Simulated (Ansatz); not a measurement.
Ideal-gas functions of `F[CH](Cl)[GaH][Cl]` at 298.15 K and 1 bar, from an Ansatz frequency run at PBE0-D4/def2-TZVP.

Molar mass 173.65 g/mol, point group C1 (symmetry number 1), electronic degeneracy 1, moments of inertia 161.634, 421.825, 459.415 u Å². Harmonic wavenumbers (cm⁻¹, unscaled): 41, 89, 97, 272, 386, 421, 451, 573, 609, 704, 1106, 1167, 1333, 2037, 3113.

Use S(trans) = R[1.5 ln M + 2.5 ln T − 1.1517]; rotational temperatures θ = 24.2544 K / I; S(rot) = R[ln(√π/σ · √(T³/θAθBθC)) + 1.5]; for each mode x = 1.438777 ν̃/T, S = R[x/(eˣ − 1) − ln(1 − e⁻ˣ)] and H = RT x/(eˣ − 1); 1 cm⁻¹ = 0.0119627 kJ/mol; R = 8.31446 J/(mol·K).

Q: By hand: the entropy, in J/(mol·K).

A: Translation 173.2. Rotation: θ = 0.1501, 0.0575, 0.0528 K, giving 120.3. Vibration, mode by mode: 21.80, 15.41, 14.70, 6.63, 4.25, 3.72, 3.32, 2.09, 1.82, 1.26, 0.25, 0.20, 0.10, 0.00, 0.00, in all 75.5. Electronic 0.0. Sum 369.0 J/(mol·K).

Q: By hand: H − E and G − E in kJ/mol, counted from the electronic energy.

A: Zero-point energy ½ × 12399 × 0.0119627 = 74.2; thermal vibration 11.0; translation, rotation and pV give 4 RT = 9.9. H − E = 95.1 kJ/mol, and G − E = 95.1 − 298.15 × 369.0/1000 = -14.9 kJ/mol.

Vibration gives 20 % of the entropy, 51.9 J/(mol·K) of it from the modes under 150 cm⁻¹: soft modes count most, and the harmonic formula is weakest for them. The sum counts one conformer and one mirror image; others add a mixing term.
